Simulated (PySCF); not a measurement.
# What a mistake does to a calculation on B2CH5O

Calculated results; nothing here was measured. They come from PySCF 2.14.0, an open-source quantum chemistry program, on an isolated molecule that a program drew, which may never have been made. The molecule is B2CH5O (charge 0, doublet), drawn as the SMILES string `BBO[CH2]`.

Each row is a Hartree-Fock (HF) and frozen-core CCSD(T) single point in the cc-pVDZ basis, meant for a local HF minimum. Run 1 is clean. Each other run has one planted mistake out of seven kinds, and not every kind appears here: one electron removed, one electron added, multiplicity raised by two, geometry at a saddle point, minimal basis STO-3G, one bond length entered in bohr, all coordinates scaled. The reference is restricted for singlets and unrestricted otherwise, and also for a bond in bohr. Adding or removing an electron swaps singlet and doublet. Electrons count all cores. HOMO and LUMO are orbital energies over both spins, the gradient is its largest component, and the lowest frequency (negative if imaginary) is given only where the gradient is small. Bond lengths are over the 8 bonds as drawn. T1 is the CCSD diagnostic: over 0.02 (restricted) or 0.045 (unrestricted) a single reference is doubtful.

Geometry of the clean run:
```xyz
9
B2CH5O, angstrom
B    -1.9659    1.9099   -0.0567
B    -0.7962    1.3862   -1.1803
O    -0.3282    0.1120   -1.1331
C     0.6334   -0.3654   -1.9709
H    -1.6559    2.4269    0.9847
H    -3.1448    1.8198   -0.2809
H    -0.3648    2.1252   -2.0371
H     0.8661    0.2213   -2.8513
H     0.7254   -1.4415   -1.9727
```

```
run  electrons  basis functions  <S^2>  HOMO (eV)  LUMO (eV)  gradient (hartree/bohr)  lowest frequency (cm^-1)  mean bond (Å)  longest bond (Å)      T1  HF (hartree)  CCSD(T) (hartree)                     mistake
  1         29               81  0.760      -9.59       2.08                  3.6e-05                       167         1.2757             1.704  0.0176    -164.96532         -165.48630                    no fault
  2         29               81  0.762      -9.91       1.89                  4.0e-02                         -         1.3497             1.803  0.0193    -164.94149         -165.47212      all coordinates scaled
  3         29               81  3.774      -7.25      -0.99                  5.9e-02                         -         1.2757             1.704  0.0244    -164.82254         -165.34112  multiplicity raised by two
  4         28               81  0.000     -16.50      -6.38                  1.4e-01                         -         1.2757             1.704  0.0226    -164.67240         -165.18743        one electron removed
  5         29               25  0.761      -7.91       6.77                  3.0e-02                         -         1.2757             1.704  0.0206    -162.85850         -163.05856        minimal basis STO-3G
  6         29               81  0.763      -9.27       1.05                  3.9e-05                      -471         1.2778             1.741  0.0231    -164.95742         -165.48142                           ?
```

**Which mistake was planted in run 6, and what did it cost?**

The gradient is small, so the point is stationary, but the lowest frequency is imaginary (-471 cm^-1). So the mistake is: geometry at a saddle point. Subtracting run 1 and multiplying by 627.51 kcal/mol a hartree, the energy moved by 5.0 kcal/mol in HF and 3.1 kcal/mol in CCSD(T).

Cautions from the logs. Run 4: T1 is over the limit, so its CCSD(T) energy is less reliable.
